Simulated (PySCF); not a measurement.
BF₂HSe. Atoms are numbered in the order given.

```xyz
5

B     -0.0032     0.9629     0.0000
F      1.1306     1.6328     0.0000
F     -1.1326     1.6414     0.0000
Se     0.0428    -0.9762     0.0000
H     -1.4218    -1.0922     0.0000
```

Coordinates come from a PBE0-D3(BJ)/def2-SVP optimisation. The values are those of a single conformer.

Vertical ionisation energy (IE) and electron affinity (EA) in eV. Rows of orbital energies are one-electron estimates. Where ΔSCF, EOM or ADC give a negative EA the extra electron is unbound and the value depends on the basis.

| level | IE | EA |
|---|---|---|
| −ε(HOMO), −ε(LUMO), PBE0/def2-TZVPD (PySCF) | 7.89 | 0.46 |
| ADC(2)/aug-cc-pVDZ (PySCF) | 10.01 | -0.61 |

### Question
Beyond the first one, list the lowest photoelectron lines from ADC(2)/aug-cc-pVDZ in PySCF with their pole strengths (two spins summed). (An estimate is asked for; the answer gives what the named calculation found.)

### Answer
11.95 eV (1.82), 13.62 eV (1.80), 14.47 eV (1.76), 14.77 eV (1.74), 16.41 eV (1.75).
